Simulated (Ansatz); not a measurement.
Stepwise reaction of `F[SiH](F)N[SiH2]Cl` with hydrogen, as a gas-phase model of exchange steps in deposition or etching. ΔE in kJ/mol.

Gas-phase electronic energies from Ansatz, PBE0-D4/def2-TZVP geometries. CCSD(T)/CBS adds triple-zeta CCSD(T) − MP2 to the extrapolated MP2 energy (def2 sets, frozen cores). This one scheme is used for every species. Functionals use def2-TZVPP. B3LYP here is the variant with VWN-RPA as its local correlation; programs differ in this. Each species was taken in one conformer, which may not be the lowest.

```csv
step,reaction,PBE-D4,B3LYP-D4,ωB97M-V,CCSD(T)/CBS
1,`F[SiH](F)N[SiH2]Cl` + H₂ → `F[SiH2]N[SiH2]Cl` + H–F,128.8,138.1,138.5,134.8
2,`F[SiH2]N[SiH2]Cl` + H₂ → `[SiH3]N[SiH2]Cl` + H–F,125.5,133.8,134.5,131.0
```

Problem. By hand: ΔE of the 2 steps together at CCSD(T)/CBS.

Solution. (134.8) + (131.0) = 265.8 kJ/mol, or 132.9 kJ/mol a step.

In ΔE the steps differ by no more than 3.8 kJ/mol. All are uphill at CCSD(T)/CBS. PBE-D4 differs from CCSD(T)/CBS by -6.0 to -5.5 kJ/mol a step. Only this route is followed, and other bonds may react first. Isolated molecules leave out the surface, adducts and barriers. Largest T1 diagnostic: 0.011.
